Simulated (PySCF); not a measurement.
Question: Write a Z-matrix for `[NH2][GeH2][C](=O)O` as optimised with PBE0-D3(BJ)/def2-SVP.

Answer: 
Z-matrix in Å and degrees, rows numbered from 1:
```
N 
Ge  1  1.8310
C   2  2.0034  1  111.87
O   3  1.2025  2  123.98  1    83.48
O   3  1.3419  2  113.33  1   -93.37
H   1  1.0163  2  115.13  3    64.92
H   1  1.0166  2  114.65  3   -62.46
H   2  1.5339  1  107.50  3   116.48
H   2  1.5363  1  107.78  3  -121.09
H   5  0.9743  3  106.75  2   176.90
```

Ge2 (germanium bonded to C, N and 2 H) is distorted tetrahedral (angles from 106.4° to 113.3°). N1 (nitrogen bonded to Ge and 2 H) is pyramidal (angles 115.1°, 114.6° and 108.8°, sum 338.6°, 0.33 Å off the plane of its three neighbours). O5 (acid hydroxyl oxygen) is bent (angle 106.8°). The C–O distances run from 1.203 Å (C3=O4, drawn double) to 1.342 Å (C3–O5, drawn single), a spread of 0.139 Å.

Level of theory: PBE0-D3(BJ)/def2-SVP geometry optimisation, gas phase in PySCF 2.14.0.

Point group: C1 (no symmetry element, even within 0.4 Å). Whether it is a minimum is left open (no frequencies). One conformer, not necessarily the lowest (H–N1–Ge2–C3 65° and -62°, N1–Ge2–C3–O4 83°, Ge2–C3–O5–H 177°).

The run took 34 s wall on Arm Neoverse V1, one thread, no GPU, shared host. That covers the optimisation of the geometry.
